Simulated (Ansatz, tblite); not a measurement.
Removing and adding an electron: the cluster AgTe₂. Charge 0, multiplicity 2. Geometry: PBE0-D4/def2-TZVP. Ansatz, gas phase; energy differences of separate SCF runs; the oxidised species is a triplet (the singlet lies 0.60 eV higher at PBE0-D4/def2-TZVP); the reduced species is a singlet (the triplet lies 0.67 eV higher at PBE0-D4/def2-TZVPD).

Cartesian coordinates in Å:
```
Ag -0.872 -0.878 -0.963
Te 1.122 0.930 -0.588
Te -0.249 -0.052 1.551
```

In the def2 sets Ag, Te take a core potential; there is no spin–orbit coupling. The xTB rows come from tblite. The structure comes from a short search, and lower isomers may exist.

| level | −HOMO (eV) | vertical IE (eV) | −LUMO (eV) | vertical EA (eV) | HOMO–LUMO gap (eV) | IE − EA (eV) | remarks |
| --- | --- | --- | --- | --- | --- | --- | --- |
| PBE-D4/def2-TZVP | 4.61 | 7.17 | 4.27 | – | 0.33 | – | – |
| PBE-D4/def2-TZVPD | 4.62 | – | 4.29 | 1.91 | 0.33 | – | HOMO above zero (-1 singlet), restricted, untested (-1 singlet) |
| r2SCAN-D4/def2-TZVPD | 4.75 | – | 4.16 | 1.92 | 0.59 | – | HOMO above zero (-1 singlet), restricted, untested (-1 singlet) |
| PBE0-D4/def2-TZVPD | 5.46 | – | 3.58 | 1.96 | 1.88 | – | – |

**Question.** Estimate the rows for GFN1-xTB, GFN2-xTB, r2SCAN-D4/def2-TZVP, PBE0-D4/def2-TZVP.

**Answer.** 
| level | −HOMO (eV) | vertical IE (eV) | −LUMO (eV) | vertical EA (eV) | HOMO–LUMO gap (eV) | IE − EA (eV) |
| --- | --- | --- | --- | --- | --- | --- |
| GFN1-xTB | – | 12.73 | – | 5.60 | – | 7.14 |
| GFN2-xTB | – | 12.81 | – | 5.60 | – | 7.21 |
| r2SCAN-D4/def2-TZVP | 4.74 | 7.19 | 4.15 | – | 0.59 | – |
| PBE0-D4/def2-TZVP | 5.45 | 7.25 | 3.56 | – | 1.88 | – |

   A HOMO above zero means that the electron is unbound at that level or that self-interaction error raises the level; the energy of removing that electron tells which. HOMO and LUMO are the levels of the spin that leaves or enters (xTB has no such levels and no spin-polarisation term). Other spin states of the ions may lie lower, which would lower the ionisation energy or raise the affinity. Raw xTB energy differences between charge states are shifted by several eV; the methods need an empirical correction for them.
